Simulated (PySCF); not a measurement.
## How the method changes the constants of RbCa⁻

State: ¹Σ⁺ (singlet), closed shell. Set-up: basis Rb def2-SVPD with ECP28, Ca def2-SVPD; scalar-relativistic core potentials; PySCF 2.14. De refers to Rb⁻ + Ca in their ground configurations, without counterpoise correction. A positive dipole points towards Ca; it is taken about the centre of mass and depends on that origin.

```csv
Level,Re (Å),ωe (cm⁻¹),De (eV),μ (D),"CPU s a point (SCF and correlation, without the integrals)"
RHF-MP2,4.797,45.2,n/a,n/a,0.15
RHF-SCS-MP2,4.894,41.8,n/a,n/a,n/a
RHF-CCSD,4.839,44.1,0.276,n/a,n/a
RHF-CCSD(T),4.758,48.3,0.338,n/a,2.4
PBE,4.681,51.5,0.451,-0.80,0.52
PBEsol,4.610,53.7,0.478,-0.89,0.39
r²SCAN,4.745,51.3,0.446,-1.23,0.68
r²SCANh,4.750,51.0,0.430,-1.23,0.72
PBE0,4.734,50.5,0.400,-1.05,1.2
M06,4.425,60.6,0.465,-1.41,0.78
```

(1) Which functional lies closest to RHF-CCSD(T) in De, which farthest, and by how much do they differ from it?

(2) What does a quarter of exact exchange do here, going from PBE to PBE0?

(3) What does the step from GGA to meta-GGA do here, going from PBE to r²SCAN?

Correlated steps freeze 5 core orbitals. Closed-shell solutions of metal pairs were not tested for spin polarisation, which can lower them a little. Correlated levels converge slowly with the basis: in double zeta they bind strong bonds too weakly, by up to about 1 eV, and carry superposition errors of some tenths. For an ion De counts to the pair picked by the measured ionisation energies or electron affinities, which need not be the lowest pair at this level. The highest Kohn–Sham level is positive in this anion. Much of that is self-interaction error, but it also means that the finite basis helps to hold the extra electron. The CCSD T1 diagnostic is raised, a sign that a single reference may not be enough here.

The whole job (state search and all levels along the bond) took about 2.1 min on 1 thread of Oxide Virtual Turin-like (shared host), peak memory 0.67 GiB.

Results:

(1) Closest is PBE0 (-2.4 pm in Re, +4.6 % in ωe, +0.06 eV in De against RHF-CCSD(T) in the same basis), farthest PBEsol (-14.8 pm in Re, +11.2 % in ωe, +0.14 eV in De). CCSD(T) converges more slowly with the basis than the functionals do and binds too weakly in this one, so the order can change at the basis-set limit.

(2) PBE0 less PBE: +5.3 pm in Re, -1.9 % in ωe, -0.05 eV in De. Exact exchange removes part of the self-interaction that spreads semilocal densities, and in most molecules shortens and stiffens the bond and lowers De; here Re goes the other way.

(3) r²SCAN less PBE: +6.4 pm in Re, -0.4 % in ωe, -0.01 eV in De.
